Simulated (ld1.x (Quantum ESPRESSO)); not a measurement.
# Transferability test, TM potential for O (Z = 8)

oxygen, norm-conserving Troullier–Martins (Kleinman–Bylander form), made with ld1.x (Quantum ESPRESSO) 7.5 (PBE, scalar-relativistic). Core [He], reference 2s1 2p5. Waves: 2p (bound): rc 2.00 bohr; 3d channel at -0.2 Ry: rc 1.75 bohr; 2s (bound): rc 0.65 bohr. Local part: the s channel. Core correction: none.

Energies are relative to the spin-unpolarised reference configuration 2s1 2p5; without spin polarisation the order of configurations can differ from experiment.

```
valence configuration  charge  ΔE all-electron (eV)  error AE − PS (meV)
              2s2 2p4       0               -14.950                 -8.0
              2s2 2p3      +1                 1.481                 +233
              2s2 2p0      +4               165.841                +7613
            2s2 2p3.5    +0.5                -8.665                  +73
              2s1 2p4      +1                16.709                  +31
              2s0 2p6       0                14.987                  -13
```

What are ΔE and the potential's error for 2s2 2p2?

ΔE = 35.067 eV all-electron; the error (AE − PS) is +1042 meV.

Levels in the configuration 2s2 2p3:

| level | all-electron (eV) | pseudo (eV) |
| --- | --- | --- |
| 2s | -39.664 | -39.440 |
| 2p | -24.450 | -24.016 |
